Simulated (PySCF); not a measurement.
Method: ωB97X-D3(BJ)/def2-TZVP // PBE0-D3(BJ)/def2-SVP (PySCF). All species are isolated molecules in the gas phase. One relaxed conformer stands for a flexible species; it need not be the lowest. 

Reference species (SMILES): `c1c2ccsc2c(c(c1)C#C)B` (neutral, multiplicity 1).

The LUMO is -0.48 eV and the HOMO–LUMO gap is 8.06 eV.

Changed species: `Bc1cc2cccc(C#C)c2s1`.

Q: Give the shifts of the LUMO and HOMO–LUMO gap.

A: the LUMO falls by 0.07 eV, to -0.55 eV; the HOMO–LUMO gap falls by 0.07 eV, to 7.99 eV.
